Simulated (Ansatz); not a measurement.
Relaxation of Cl$_{2}$H$_{3}$InO (7 atoms, charge 0, multiplicity 1), to a largest force component of 0.03 eV/Å in at most 50 steps.

The calculation used RKS PBE-D4/def2-SVP in Ansatz 0.2.0.

```xyz
7
Properties=species:S:1:pos:R:3
In -0.054 -0.222 0.055
O -0.018 -0.184 2.055
H -0.898 -0.430 2.407
Cl 1.947 -0.296 -1.155
Cl -2.093 -0.196 -1.131
H 0.573 2.483 1.108
H 0.410 1.929 1.545
```

**Question.** Where does it end, and by what steps?

**Answer.** The run converged. After 9 steps the energy has fallen by 0.084 eV; O2 moved furthest, 0.32 Å.

```csv
step,energy less start (eV),largest force component (eV/Å),accepted
0,0.0000,1.490,yes
1,-0.0642,0.680,yes
2,-0.0721,0.446,yes
3,-0.0774,0.074,yes
4,-0.0802,0.346,yes
5,-0.0818,0.147,yes
6,-0.0826,0.073,yes
7,-0.0833,0.046,yes
8,-0.0835,0.038,yes
9,-0.0836,0.016,yes
```

```xyz
7
Properties=species:S:1:pos:R:3
In -0.003 -0.225 0.126
O 0.023 -0.497 2.121
H -0.901 -0.502 2.443
Cl 2.000 -0.323 -1.085
Cl -2.029 0.101 -1.032
H 0.423 2.486 0.841
H 0.353 2.043 1.470
```

The run took 17 s on 2 threads of Arm Neoverse V1 (shared host), peak memory 0.13 GiB.
